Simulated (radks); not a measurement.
Dynamic dipole polarisability and lines of neutral potassium, [Ar] 4s1. Method: scalar-relativistic Kohn-Sham, exchange-only LDA, spin-polarised, spherical densities, finite nucleus; open shells are filled with parallel spins first; Fermi nuclear charge, rms radius of each element as measured or else 0.836 A^(1/3) + 0.57 fm; computed with a radial shooting solver on a logarithmic mesh with Libxc functionals. Time-dependent linear response with the Hartree and adiabatic exchange-only LDA kernel, continuum included through the Sternheimer equations, no spin-orbit coupling, so fine structure and intercombination lines are absent. Lines are the poles of the dipole polarisability below minus the highest occupied eigenvalue, found on a grid refined at the orbital gaps; the lowest seven at most are given, and weak or close lines can be missed. The first line takes the name of the lowest orbital gap if no other gap lies below it; otherwise a line is named after a gap within 0.6 % of it, if that gap stands alone.

photon energy (eV),alpha (bohr^3)
0,292.5
0.036,292.7
0.180,296.3
0.325,305.0
0.469,319.7
0.614,342.4
0.758,376.4
0.902,428.1
1.047,511.0
1.191,658.4
1.335,980.8
1.480,2189
1.624,-5799
1.768,-1144
1.913,-603.4
2.057,-392.3

Lines (eV, oscillator strength): 1.586 (781.7 nm, 4s-4p), f = 0.958. Higher lines, where found, are left out when the end of the mesh affects them. Those listed give 96 % of the static polarisability (sum of f/w^2). Orbital energy gaps for comparison: 4s-4p 1.508 eV. At laser wavelengths: 1550 nm 389.2, 1064 nm 624.5 bohr^3. Measured terms reached by dipole lines (averaged over J; NIST Handbook of Basic Atomic Spectroscopic Data, eV): 4s-4p 1.615; 4s-5p 3.064; those above the model threshold have no computed partner.
